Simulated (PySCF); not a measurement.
Compound: C10H8BN.
Atom-mapped SMILES: `[CH:1]#[C:2][C:3]1=[CH:4][CH:5]=[CH:6][N:7]2[CH:8]=[CH:9][CH:10]=[CH:11][B:12]12` (hydrogens: H13 on C1; H14 on C4; H15 on C5; H16 on C6; H17 on C8; H18 on C9; H19 on C10; H20 on C11)

Computed by this run: PBE0-D3(BJ)/def2-SVP geometry optimisation, gas phase (PySCF 2.14.0); density fitting, grid level 1; the optimiser is geomeTRIC in internal coordinates, started from a GFN2-xTB structure with every atom displaced at random (about 0.01 Å).

At the end of the run (lengths in Å): C4–H14 1.094, C4–C5 1.420, C1–H13 1.074, C3=C4 1.380, C3–B12 1.536, N7–B12 1.469, C9–H18 1.092, C3–C4–C5 121.1°, C4–C3–B12 118.5°, C4–C5–C6 121.8°, C2–C3–C4 120.8°, C2–C3–C4–C5 180°, C3–C4–C5–C6 0°, C4–C5–C6–N7 0°, H14–C4–C3–C2 0°, H14–C4–C5–C6 180°.

**Question.** These geometries were met on the way; a selection of coordinates is given. Order them by energy above the end point, lowest first.
A. C4–H14 1.094, C4–C5 1.420, C1–H13 1.074, C3=C4 1.380, C3–B12 1.537, N7–B12 1.469, C9–H18 1.091, C3–C4–C5 120.9°, C4–C3–B12 118.8°, C4–C5–C6 121.6°, C2–C3–C4 120.3°, C2–C3–C4–C5 180°, C3–C4–C5–C6 0°, C4–C5–C6–N7 0°, H14–C4–C3–C2 0°, H14–C4–C5–C6 180°
B. C4–H14 1.130, C4–C5 1.386, C1–H13 1.042, C3=C4 1.348, C3–B12 1.560, N7–B12 1.446, C9–H18 1.070, C3–C4–C5 123.7°, C4–C3–B12 116.7°, C4–C5–C6 121.1°, C2–C3–C4 121.9°, C2–C3–C4–C5 180°, C3–C4–C5–C6 -1°, C4–C5–C6–N7 1°, H14–C4–C3–C2 1°, H14–C4–C5–C6 178°
C. C4–H14 1.087, C4–C5 1.423, C1–H13 1.078, C3=C4 1.383, C3–B12 1.535, N7–B12 1.472, C9–H18 1.093, C3–C4–C5 120.3°, C4–C3–B12 119.0°, C4–C5–C6 122.3°, C2–C3–C4 119.8°, C2–C3–C4–C5 180°, C3–C4–C5–C6 -1°, C4–C5–C6–N7 1°, H14–C4–C3–C2 -11°, H14–C4–C5–C6 -169°
D. C4–H14 1.096, C4–C5 1.421, C1–H13 1.074, C3=C4 1.380, C3–B12 1.535, N7–B12 1.471, C9–H18 1.091, C3–C4–C5 122.5°, C4–C3–B12 117.8°, C4–C5–C6 120.4°, C2–C3–C4 121.8°, C2–C3–C4–C5 179°, C3–C4–C5–C6 2°, C4–C5–C6–N7 0°, H14–C4–C3–C2 -2°, H14–C4–C5–C6 -177°

**Answer.** A (0.001 eV), D (0.013 eV), C (0.059 eV), B (0.165 eV).

| step | E above end (eV) | rms distance from the end, all atoms (Å) | largest force (eV/Å) | rms shift of all bonds from the end (Å) |
| --- | --- | --- | --- | --- |
| 4 | 0.001 | 0.010 | 0.107 | 0.000 |
| 2 | 0.013 | 0.032 | 0.429 | 0.001 |
| 1 | 0.059 | 0.071 | 1.008 | 0.002 |
| 0 | 0.165 | 0.035 | 3.100 | 0.019 |

Rows stand in the order of the answer.
